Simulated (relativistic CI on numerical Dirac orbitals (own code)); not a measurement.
Hyperfine structure of Se XIII, mass number 77

Method of calculation: Dirac-Coulomb-Breit CI, separate exchange-only KLI orbitals for each configuration, model QED, unscaled Slater integrals (own radial code, finite nucleus).

Configurations in the expansion (outside the closed core [Ne]): 3s2 3p6 3d4, 3s2 3p5 3d5, 3s 3p6 3d5, 3s2 3p6 3d3 4s, 3s2 3p6 3d3 4p, 3s2 3p6 3d3 4d, 3s2 3p6 3d3 4f, 3s2 3p6 3d2 4s 4p, 3s2 3p5 3d4 4s, 3s2 3p6 3d3 5s, 3p6 3d6, 3p5 3d7, 3s2 3p6 3d2 4s2, 3s2 3p6 3d 4s2 4p, 3s2 3p6 3d 4s2 4d, 3s2 3p6 3d 4s2 4f, 3s2 3p6 3d2 4p2, 3s2 3p6 3d 4s 4p2, 3s2 3p6 3d 4p3, 3s2 3p6 3d 4p2 4d, 3s2 3p6 3d 4p2 4f. Double excitations out of closed p, d and f shells are left out; levels of such configurations are missing from the list, as are those of other unlisted configurations, and high levels can miss mixing partners. These lack a partner that the ground configuration has and come out too high: 3s2 3p5 3d4 4s.

Nuclear spin I = 1/2, μ = 0.53356 μN (tables of Stone and Pyykkö). The electronic factors are computed for point nuclear moments, without core polarisation or the Bohr-Weisskopf and QED corrections.

```json
{"Level": "3s2 3p6 3d4 5D_1", "E (eV)": "0.1714", "A (MHz)": "516.2"}
{"Level": "3s2 3p6 3d4 5D_2", "E (eV)": "0.4535", "A (MHz)": "888.4"}
{"Level": "3s2 3p6 3d4 5D_3", "E (eV)": "0.8007", "A (MHz)": "1306"}
{"Level": "3s2 3p6 3d4 5D_4", "E (eV)": "1.1860", "A (MHz)": "1722"}
{"Level": "3s2 3p6 3d4 3H_4", "E (eV)": "6.5084", "A (MHz)": "3111"}
{"Level": "3s2 3p6 3d4 3H_5", "E (eV)": "6.9135", "A (MHz)": "2700"}
{"Level": "3s2 3p6 3d4 3P_1", "E (eV)": "7.0725", "A (MHz)": "1389"}
{"Level": "3s2 3p6 3d4 3H_6", "E (eV)": "7.2094", "A (MHz)": "2636"}
```

Levels with J = 0, under 50 % of one LS term, or S terms without an open s electron are left out. Small factors come from cancelling terms and can be off by tens of per cent or more.

At this charge energies of transitions that change n are usually good to better than 1 %, and those within a shell (Δn = 0) to a few per cent. Terms inside the open d or f shell come out 10 to 20 % too wide with unscaled integrals.

Give the hyperfine levels of 3s2 3p6 3d4 5D_3 relative to its centre of gravity.

With K = F(F + 1) − I(I + 1) − J(J + 1), E = AK/2: F = 5/2: -2612, F = 7/2: 1959 MHz.
